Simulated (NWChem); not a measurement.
System: HfH3I; SMILES [I][HfH3]

```xyz
5

Hf     0.0000     0.0000    -1.0038
I      0.0000     0.0000     1.6959
H     -1.0095     1.3894    -1.6531
H      1.7080     0.1795    -1.6531
H     -0.6985    -1.5689    -1.6531
```
Atoms are numbered in this order, from 1.

Geometry: optimised at PBE0/def2-SVP. def2 effective core potentials on I, Hf; no spin-orbit coupling.

**Question.** List the 4 lowest vertical singlet excitations and the 4 lowest triplet ones from BHandHLYP/def2-SVP with def2 effective core potentials on I, Hf, TDA (NWChem).

**Answer.** 
```csv
state,energy (eV),oscillator strength,leading excitation (squared amplitude)
S1,4.63,0.000,HOMO−2 → LUMO+1 (0.33)
S2,4.79,0.001,HOMO−3 → LUMO+1 (0.21)
S3,4.79,0.001,HOMO−2 → LUMO+1 (0.21)
S4,5.10,0.010,HOMO−3 → LUMO+1 (0.31)
T1,4.27,spin-forbidden,HOMO−2 → LUMO+1 (0.34)
T2,4.34,spin-forbidden,HOMO−3 → LUMO (0.21)
T3,4.34,spin-forbidden,HOMO−2 → LUMO (0.21)
T4,4.49,spin-forbidden,HOMO−3 → LUMO+1 (0.29)
```
